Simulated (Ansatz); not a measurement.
Reactions of CH₉FSi₃ (`C[Si](F)([SiH3])[SiH3]`).

Computed with Ansatz on PBE0-D4/def2-TZVP structures; ΔE is electronic, products minus reactants. CCSD(T)/CBS adds triple-zeta CCSD(T) − MP2 to the extrapolated MP2 energy (def2 sets, frozen cores). DFT in def2-TZVPP. def2 core potentials past Kr. For In outer-core shells are correlated without core-valence functions, which leaves a few kJ/mol of doubt a bond. One conformer a species, not always the lowest.

```
                                                                                        reaction  r2SCAN-D4 (kcal/mol)  CCSD(T)/CBS(def2) (kcal/mol)
`C[Si](F)([SiH3])[SiH3]` + `O[SiH](O)N[SiH2]F` → `CN([SiH2]F)[SiH](O)O` + `F[SiH]([SiH3])[SiH3]`                  23.1                          22.4
                `C[Si](F)([SiH3])[SiH3]` + `OBN[SiH3]` → `C[SiH](F)[SiH3]` + `OB([SiH3])N[SiH3]`                   5.1                           4.8
                              `C[Si](F)([SiH3])[SiH3]` + CH₃NH₂ → `CN[SiH3]` + `C[SiH](F)[SiH3]`                  -9.7                         -11.2
       `C[Si](F)([SiH3])[SiH3]` + `[BH2][InH][CH2]F` → `B[Si](C)(F)[SiH3]` + `F[CH2][InH][SiH3]`                  -5.3                          -4.6
```

Largest T1 diagnostic: 0.014, for `[BH2][InH][CH2]F`.
